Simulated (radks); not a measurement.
Li2+, 1 electrons, occupied as 1s1 (the NIST ground configuration). Method: Dirac Kohn-Sham, Wu-Cohen GGA, spin-unpolarised, spherical densities, point nucleus; computed with a radial shooting solver on a logarithmic mesh with Libxc functionals.

Normalised radial functions P(r) = r R(r) (large component), r in bohr:

r	1s1/2
0.02649	0.2500
0.03083	0.2872
0.0359	0.3293
0.04179	0.3765
0.04865	0.4293
0.05664	0.4879
0.06593	0.5522
0.07676	0.6221
0.09007	0.7013
0.1049	0.7808
0.1221	0.8629
0.1421	0.9458
0.1654	1.0264
0.1926	1.1014
0.2242	1.1664
0.261	1.2166
0.3039	1.2469
0.3538	1.2521
0.4118	1.2281
0.4794	1.1721
0.5582	1.0837
0.6498	0.9658
0.7564	0.8248
0.8806	0.6710
1.025	0.5165
1.193	0.3728
1.389	0.2495
1.617	0.1528
1.883	0.0843

1s1/2: eigenvalue -98.471 eV, 0 radial nodes, <r> = 0.516 bohr, 90 % of the charge inside 0.921 bohr.
